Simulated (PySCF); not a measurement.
Se: ionisation energy

Se [Ar] 3d10 4s2 4p4 (3P) → Se⁺ [Ar] 3d10 4s2 4p3 (4S), as a difference of total energies. All numbers are calculated (PySCF 2.14, scalar relativity by spin-free X2C-1e, in aug-cc-pVQZ-DK). Correlated levels: valence: [Ar] 3d10 frozen. The calculations carry no spin-orbit coupling.

```
           method  ionisation energy (eV)  error (eV)
              UHF                   8.543      -1.092
    MP2 (valence)                   9.344      -0.291
SCS-MP2 (valence)                   9.430      -0.205
   CCSD (valence)                   9.460      -0.175
CCSD(T) (valence)                   9.501      -0.134
```

Reference: 9.635 eV (measured; NIST levels, between the centres of gravity of the two terms).

Errors of the correlated levels include the incompleteness of this basis and the frozen core.
